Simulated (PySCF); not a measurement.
Mg(OH)(SiH3) (H4MgOSi), SMILES [Mg]([OH])[SiH3]. Coordinates come from a ωB97X-D3(BJ)/def2-TZVP optimisation. The values are those of a single conformer.

These are ωB97X-D3(BJ)/def2-TZVP in PySCF values and carry that method's errors.

Harmonic wavenumbers (cm⁻¹): 107, 107, 167, 167, 323, 402, 402, 799, 883, 962, 962, 2202, 2206, 2206, 4081. Rotational constants (GHz): 88.30, 2.138, 2.138; symmetry number 3.

Task: Work out the zero-point energy and the ideal-gas rigid-rotor harmonic-oscillator thermochemistry at 298.15 K and 1 atm.

Result: ZPE = ½ Σ hcν = ½ × 15976 cm⁻¹ = 22.84 kcal/mol. H − E(el) = 27.66 kcal/mol. Entropy in cal/(mol K): translation 38.76, rotation 22.01, vibration 15.38, total 76.14. G − E(el) = 4.96 kcal/mol. Cp = 22.20 cal/(mol K). Modes under 150 cm⁻¹ make the vibrational entropy uncertain.
